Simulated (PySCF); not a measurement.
Work out the structure from these simulated measurements.

Formula: C5H14GeO.

| Property | Result |
| --- | --- |
| Polarisability | 97.0 au [wB97X-D/def2-SVPD] |
| Triplet | lowest triplet excitation (Tamm–Dancoff): 6.49 eV [TDA wB97X-D/def2-SVPD] |
| 1H NMR | chemical shifts (computed TMS as zero) by class: 4.50 (3 H), 2.77 (1 H), 1.17 (3 H), 1.07 (1 H), 1.03 (3 H), 1.00 (1 H), 0.95 (1 H), 0.71 (1 H) ppm [GIAO HF/pcSseg-1] |
| 13C NMR | chemical shifts (computed TMS as zero) by class: 66.7 (1 C), 39.4 (1 C), 23.9 (1 C), 19.6 (1 C), 16.3 (1 C) ppm [GIAO HF/pcSseg-1] |
| XPS | C1s 290.3, C1s 290.3, C1s 290.5, C1s 290.6, C1s 291.8, O1s 537.1 eV [ΔSCF SCAN, pcX-2 on the ionised atom, pcseg-1 elsewhere, spin-free X2C] |
| Rotational structure | rotational constants A, B, C: 2.806, 0.737, 0.609 GHz [PBE0-D3(BJ)/def2-SVP] |

Electronic properties: PySCF, gas phase, density fitting. Levels stand in brackets. The structure is a single PBE0-D3(BJ)/def2-SVP conformer in the gas phase; no vibrational or solvent corrections. Relativistic effects, spin–orbit coupling among them, are left out (core-ionisation runs apart) although an element past zinc is present. Each NMR value is the plain mean over a class of atoms that symmetry, rotation or inversion makes alike.

Question: What is the compound? Reason from the data.

Answer: Numbering: `[CH3:1][CH2:2][CH2:3][C@@H:4]([CH3:5])[O:6][GeH3:7]`. 5 carbons fall into 5 classes; from least to most shielded: sp3 carbon bound to oxygen [C4] (66.7 ppm), chain CH2 carbon [C3] (39.4 ppm), methyl carbon [C5] (23.9 ppm), chain CH2 carbon [C2] (19.6 ppm), methyl carbon [C1] (16.3 ppm). Hydrogen classes from least to most shielded: 3 H on a germanium bonded to O and 3 H, Ge7 (4.50 ppm), 1 H on an sp3 carbon bound to oxygen, C4 (2.77 ppm), 3 H on a methyl carbon, C5 (1.17 ppm, a mean of values up to 0.5 ppm apart in this geometry), 1 H on a chain CH2 carbon, C3 (1.07 ppm), 3 H on a methyl carbon, C1 (1.03 ppm), 1 H on a chain CH2 carbon, C3 (1.00 ppm), 1 H on a chain CH2 carbon, C2 (0.95 ppm), 1 H on a chain CH2 carbon, C2 (0.71 ppm). The core levels belong to: C1s 290.3 eV, chain CH2 carbon [C3]; C1s 290.3 eV, methyl carbon [C5]; C1s 290.5 eV, chain CH2 carbon [C2]; C1s 290.6 eV, methyl carbon [C1]; C1s 291.8 eV, sp3 carbon bound to oxygen [C4]; O1s 537.1 eV, oxygen bonded to C and Ge [O6]. No core level of Ge was computed. The optimised geometry has point group C1 and is an asymmetric top. Structure: `CCC[C@@H](C)[O][GeH3]`. Computed isomers that give other values at the same levels: `CC[CH2][Ge@H]([CH3])[O]C` (rotational constant A: 2.219 GHz; this holds for the one conformer computed); `[H][Ge]([H])([CH3])[O]C(C)(C)C` (core binding energies: C1s 290.3 (×3), C1s 290.3, C1s 291.8, O1s 536.8 eV). The assignments are read from this structure; whether some other isomer fits the data as well wasn't checked. The mirror image fits equally. NMR values of atoms bound to Ge lack the spin–orbit term that these neighbours bring.

Shape of the structure used: `[CH3:1][CH2:2][CH2:3][C@@H:4]([CH3:5])[O:6][GeH3:7]`: C1–C2–C3–C4 174°, C2–C3–C4–C5 63°, C3–C4–O6–Ge7 75°.
